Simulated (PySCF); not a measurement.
Species: H₉N₃Si₃.
Geometry (PBE0-D3(BJ)/def2-SVP, Å), atoms numbered from 1 in this order:
```
atom  x, y, z in Å
Si1   -2.293    0.376    0.363
N2    -1.452   -1.096   -0.052
Si3    0.267   -1.268   -0.059
N4     1.189   -0.300   -1.183
Si5    2.004    0.595    0.071
N6     1.058   -0.349    1.196
H7    -3.621    0.382   -0.324
H8    -2.543    0.528    1.832
H9    -1.486    1.544   -0.097
H10   -2.011   -1.926   -0.219
H11    0.516   -2.738   -0.130
H12    1.178   -0.226   -2.189
H13    1.758    2.072    0.092
H14    3.486    0.398    0.152
H15    1.060   -0.429    2.202
```

NICS = −σ at a ghost point: NICS(0) at the centroid of the ring atoms, NICS(1) 1 Å to either side along the normal of their mean plane, zz for the tensor component along that normal. Level: GIAO KT2/pcSseg-2 (PySCF, non-relativistic, gas phase) on the PBE0-D3(BJ)/def2-SVP geometry, one conformer.

Ring bond lengths (Å): Si3–N4 1.747, N4–Si5 1.743, Si5–N6 1.747, N6–Si3 1.745.

Question: Give the NICS values of each ring in ppm.

Answer: 
```tsv
ring	type	NICS(0)	NICS(1), two faces	NICS(1)zz, two faces	rms pucker (Å)	centre to ring atoms, mean (Å)
Si3–N4–Si5–N6	4-membered ring with 2 N and 2 Si; formal bonds all single	-9.1	-2.5 / -2.5	-2.9 / -2.4	0.01	1.23
```

Question: What can be read from them?

Answer: 
- Si3–N4–Si5–N6: mean NICS(1)zz -2.6 ppm, near zero. Si3, Si5 have four or more neighbours; no verdict on aromaticity is drawn. NICS(0) lies 7 ppm below the mean NICS(1).

Question: At the second NICS(1) probe listed for ring Si3–N4–Si5–N6, 1 Å off the ring, how large is the induced field along the normal in 7.05 T applied along it?

Answer: NICSzz × B0 = -2.4 ppm × 7.05 T = -17 μT, against the applied field.

Question: Give the inner angles of the rings.

Answer: 
- Si3–N4–Si5–N6: Si3 86.1°, N4 93.9°, Si5 86.1°, N6 93.8°; sum 360.0° against 360° for a flat convex ring.

Question: How shielded are the nuclei of the rings and their hydrogens (means over atoms taken as equivalent)?

Answer: 
| atoms | environment | σ isotropic (ppm) |
| --- | --- | --- |
| Si3 | SiH silicon | 380.5 |
| N4 (×2) | nitrogen bridging silicon atoms | 219.7 |
| Si5 | SiH2 silicon | 378.7 |
| H11 | Si–H hydrogen | 25.39 |
| H12 (×2) | N–H hydrogen | 30.27 |
| H13 | Si–H hydrogen | 25.27 |
| H14 | Si–H hydrogen | 25.36 |

Question: How do the values depend on the level or the medium?

Answer: 
| level | NICS(0), Si3–N4–Si5–N6 | mean NICS(1)zz, Si3–N4–Si5–N6 |
| --- | --- | --- |
| KT2/pcSseg-2, gas | -9.1 | -2.6 |
| PBE0/pcSseg-1, gas | -9.9 | -2.0 |

The geometry is the same throughout.

The run took 71 s on Arm Neoverse V2, one thread, no GPU (shared host), and the process peaked at 1.3 GiB of memory. This is the whole shielding run at KT2/pcSseg-2, SCF included.
